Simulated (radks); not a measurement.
Values are calculated unless marked as measured or tabulated.
Q: Neutral iridium: order these configurations by energy. Level of theory: scalar-relativistic Kohn-Sham, PBE, spin-polarised, spherical densities, finite nucleus; Fermi nuclear charge, rms radius of each element as measured or else 0.836 A^(1/3) + 0.57 fm (a radial shooting solver on a logarithmic mesh with Libxc functionals). Open shells are filled with parallel spins first. [Xe] 4f14 5d6 6s2 6p1; [Xe] 4f14 5d7 6s1 6p1; [Xe] 4f14 5d7 6s2; [Xe] 4f14 5d8 6p1; [Xe] 4f14 5d8 6s1; [Xe] 4f14 5d9.

A: From the lowest, in eV above it: [Xe] 4f14 5d8 6s1 0.000; [Xe] 4f14 5d7 6s2 0.043; [Xe] 4f14 5d9 1.472; [Xe] 4f14 5d7 6s1 6p1 4.043; [Xe] 4f14 5d8 6p1 5.035; [Xe] 4f14 5d6 6s2 6p1 5.544.
